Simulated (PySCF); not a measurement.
```xyz
4
charge 0 multiplicity 3, angstrom
Ir   -0.0029    0.0000    0.0000
H     1.5403    0.0000    0.0000
H    -0.4900    1.5611    0.0000
H    -0.4900   -1.5611    0.0000
```

Computed with UPBE0 in PySCF with Ir def2-TZVP with ECP60, H def2-TZVP; scalar-relativistic core potentials, no spin–orbit coupling; density-fitted integrals.

This geometry of IrH₃ is a stationary point at this level.

**Question.** What is the point group?

**Answer.** C2v.

**Question.** Is it a minimum?

**Answer.** No: it has 2 imaginary modes, at 685i cm⁻¹ (b1), 240i cm⁻¹ (b2).

**Question.** List the harmonic modes with their infrared intensities.

**Answer.** 
```tsv
symmetry	ω (cm⁻¹)	IR (km/mol)
b1	685i	–
b2	240i	–
a1	989	9.4
b2	1835	172
a1	2109	29.2
a1	2406	8.8
```

**Question.** Give the atomic charges and bond orders.

**Answer.** 
| atom | Mulliken | Löwdin | polar tensor | spin (Mulliken) | Mayer order to Ir1 |
| --- | --- | --- | --- | --- | --- |
| Ir1 | 0.16 | 0.18 | 0.47 | 1.61 | – |
| H2 | 0.04 | 0.01 | -0.08 | -0.03 | 1.01 |
| H3,4 | -0.10 | -0.09 | -0.20 | 0.21 | 0.91 |

In C2v the vibrations span b1 + 2b2 + 3a1. Here b1 is antisymmetric to the molecular plane and b2 lies in it.

Only a few start shapes were tried, so a lower isomer may exist. Open d and f shells are described by one determinant, and the ground state may have another occupation or spin. At this level a singlet minimum of C3v symmetry lies 167 kJ/mol below this structure. No spin–orbit coupling is included, which matters more the heavier the element.
